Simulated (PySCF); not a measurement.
FNa, singlet, geometry from GFN2-xTB (such geometries of metal compounds can be far from the true shape). Base run: PySCF with HF/cc-pVTZ.

The PySCF input:
```python
from pyscf import gto, scf

mol = gto.M(
    atom='''
Na   -0.000000   -0.000000   -0.786912
F     0.000000    0.000000    0.961782
''',
    basis='cc-pvtz',
    charge=0,
    spin=0,
    verbose=3,
)

mf = scf.RHF(mol)
mf.kernel()
mo_i, mo_e, stable_i, stable_e = mf.stability(internal=True, external=True, return_status=True, nroots=6, tol=1e-6)
print('internally stable:', stable_i, ' externally stable:', stable_e)
if not stable_e:
    umf = mf.to_uhf() if not hasattr(mf, 'xc') else mf.to_uks()
    umf.scf_summary = {}
    umf.kernel(umf.make_rdm1(mo_e, umf.mo_occ))
mf.analyze()
```

The bond that is stretched is that between atoms 2 and 1. A test that says stable can miss a lower solution.

The base run was repeated with changes; each row names its change, and settings that it needs were set with it.

```
change       ΔE vs base (kcal/mol)  <S^2>  HOMO-LUMO gap (eV)  stability test says
-----------  ---------------------  -----  ------------------  -------------------
base                         0.000  0.000               11.68               stable
bond × 1.25                 -0.056  0.000               10.50               stable
bond × 1.5                   20.05  0.000                9.33               stable
bond × 1.8                   43.19  0.000                7.86               stable
bond × 2.2                    66.5  0.000                6.29               stable
bond × 3.0                    95.3  0.000                4.16               stable
```

Where a bond breaks into two radicals, a solution with restricted orbitals usually stops being the lowest and lies too high; an unrestricted one lies lower at the price of spin contamination, which <S^2> shows.
